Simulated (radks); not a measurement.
The numbers below are computed, except where a source is named.
Problem. All-electron atom: Sb4+ in [Ar] 3d10 4s2 4p5.5 4d10 5s1 4f0.5 (fractional occupations, a model configuration). Code: a radial shooting solver on a logarithmic mesh with Libxc functionals. Model: Dirac Kohn-Sham, PBE, spin-unpolarised, spherical densities, point nucleus; open shells are shared between the two j in proportion to 2j + 1.

Spin-orbit splittings of the eigenvalues, e(l+1/2) - e(l-1/2), with zeta = 2 splitting/(2l+1) and mean radii in bohr:

shell  occ.  splitting (eV)  zeta (eV)  <r> j=l-1/2  <r> j=l+1/2
2p        6               ?          ?       0.1032       0.1087
3p        6           46.50      31.00       0.3207       0.3320
3d       10           9.665      3.866       0.3032       0.3068
4p      5.5           8.715      5.810       0.8270       0.8550
4d       10           1.311     0.5246       0.9913        1.003
4f      0.5         0.02614   0.007468        2.433        2.440

Estimate the 2p splitting.

Solution. 251.9 eV (zeta = 167.9 eV).
